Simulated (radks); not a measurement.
The numbers below are computed, except where a source is named.
Task: Kr20+, configuration [Ne] 3s2 3p4 (the NIST ground configuration). Code: a radial shooting solver on a logarithmic mesh with Libxc functionals. Model: Dirac Kohn-Sham, LDA (Slater exchange, Perdew-Wang correlation), spin-unpolarised, spherical densities, finite nucleus; open shells fill j = l - 1/2 first; Fermi nuclear charge, rms radius 4.1884 fm. Some entries of the table are withheld. Estimate them.

orbital,occ.,eigenvalue (hartree),<r^2> (bohr^2)
1s1/2,2,-549.5681,0.002324
2s1/2,2,-98.08779,0.03892
2p1/2,2,-91.77069,0.02972
2p3/2,4,-89.76510,0.03107
3s1/2,2,(1),(2)
3p1/2,2,-32.03879,0.2330
3p3/2,2,-31.60590,0.2394
3d3/2,0,(3),(4)
3d5/2,0,(5),(6)
4s1/2,0,-16.92518,(7)

Result: 
(1) 3s1/2 eigenvalue (hartree): -34.20069
(2) 3s1/2 <r^2> (bohr^2): 0.2443
(3) 3d3/2 eigenvalue (hartree): -28.27795
(4) 3d3/2 <r^2> (bohr^2): 0.1944
(5) 3d5/2 eigenvalue (hartree): -28.18774
(6) 3d5/2 <r^2> (bohr^2): 0.1960
(7) 4s1/2 <r^2> (bohr^2): 0.9122
